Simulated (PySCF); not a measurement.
SnCl3Br, SMILES [Cl][Sn]([Cl])([Cl])[Br].

The structure is a stationary point at PBE-D3(BJ)/def2-SVP. The structure was generated by enumeration; whether it is a known compound was not checked. The def2 effective core potentials stand for the cores of Sn; spin–orbit coupling is left out.

Level of theory: TDDFT-PBE/def2-SVPD (PySCF 2.14.0).

Vertical excitations; the highest root listed may be one member of a degenerate set. Isolated molecule, no solvent. State labels are in the subgroup Cs.

Computed excitation energies, oscillator strengths and character:
| state | symmetry | energy (eV) | λ (nm) | f | main pairs |
|---|---|---|---|---|---|
| S1 | A" | 3.38 | 367 | 0.002 | HOMO−1→LUMO (degenerate set) |
| S2 | A' | 3.38 | 367 | 0.002 | HOMO→LUMO (degenerate set) |
| S3 | A" | 3.64 | 341 | 0.000 | HOMO−2→LUMO 100 % |
| S4 | A" | 3.90 | 318 | 0.009 | HOMO−3→LUMO (degenerate set) |
| S5 | A' | 3.90 | 318 | 0.009 | HOMO−4→LUMO (degenerate set) |
| S6 | A' | 4.07 | 305 | 0.017 | HOMO−6→LUMO (degenerate set) |
| S7 | A" | 4.07 | 305 | 0.017 | HOMO−7→LUMO (degenerate set) |
| S8 | A' | 4.08 | 304 | 0.046 | HOMO−5→LUMO 96 % |
| S9 | A' | 5.96 | 208 | 0.065 | HOMO−8→LUMO 78 % |
| S10 | A" | 6.14 | 202 | 0.058 | HOMO−9→LUMO 82 % |
| T1 | A" | 3.09 | 401 | 0 | HOMO−1→LUMO (degenerate set) |
| T2 | A' | 3.09 | 401 | 0 | HOMO→LUMO (degenerate set) |
| T3 | A" | 3.38 | 367 | 0 | HOMO−2→LUMO 100 % |
| T4 | A" | 3.58 | 346 | 0 | HOMO−3→LUMO 99 % |
Triplets are in the Tamm–Dancoff approximation, which puts them higher than full response would, so one can lie above its singlet here.
